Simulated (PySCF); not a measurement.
Ionisation energy of Ar⁺ by level of theory

Ar⁺ [Ne] 3s2 3p5 (2P) → Ar²⁺ [Ne] 3s2 3p4 (3P), as a difference of total energies. Computed with PySCF 2.14 in aug-cc-pwCVTZ (8s7p5d3f, 75 functions), with no relativity, point nucleus. Correlated levels: valence: [Ne] frozen; valence and next inner shell: 1s2 frozen; nothing frozen. The calculations carry no spin-orbit coupling.

```tsv
method	ionisation energy (eV)
UHF	26.366
LDA	27.826
PBE	27.603
PBE0	27.613
r2SCAN	27.669
BHandHLYP	27.536
M06-L	27.526
MN15	27.788
M06	27.546
MP2 (valence)	27.379
SCS-MP2 (valence)	27.379
MP2 (valence and next inner shell)	27.417
SCS-MP2 (valence and next inner shell)	27.407
MP2 (all electrons)	27.418
SCS-MP2 (all electrons)	27.408
```

Task: How much does correlation contribute at MP2 (all electrons)?

Result: 27.418 − (26.366) = 1.052 eV, measured against UHF.

A first-order spin-orbit estimate (lowest level to lowest level, LS coupling) adds -0.006 eV.

Errors of the correlated levels include the incompleteness of this basis and the frozen core.

For comparison: 27.630 eV (measured; NIST Atomic Spectra Database, ionization energies).
